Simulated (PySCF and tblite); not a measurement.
Results of a calculation; reference values are marked as such.
C₆H₉BrF₂, numbered as in [CH3:1][C@@H:2]1[C@@:3]([F:4])([Br:5])[C@:6]1([CH3:7])[CH2:8][F:9].

Level: B3LYP-D3(BJ)/def2-SVP//GFN2-xTB, thermal terms from GFN2-xTB, symmetry numbers and mirror pairs counted. Conformers within 2.5 kcal/mol (GFN2-xTB free energy) were kept, 4 at most. GIAO shieldings: B97-2/6-31G*. Shifts are against CFCl3 (¹⁹F) at the same level. Codes: tblite and PySCF.

List the conformer-averaged shifts at 298.15 K.

¹⁹F: -156.9 (F4), -242.9 (F9) ppm.

How do the conformers differ?

Torsions listed: C2–C6–C8–F9.
```
conformer  shape  weight %
        1   -75°      78.3
        2   167°      21.7
```

```tsv
signal	1	2	average
F4	-156.8	-157.5	-156.9
F9	-242.8	-243.3	-242.9
```

Spin–orbit effects of the heavy atoms on shieldings are missing. Unscaled ¹⁹F shifts at such levels can be off by tens of ppm; differences between conformers or isomers are more reliable.


Conformer gaps in def2-SVP on xTB geometries can be 2 kcal/mol too large for S=O, P=O and other polar bonds.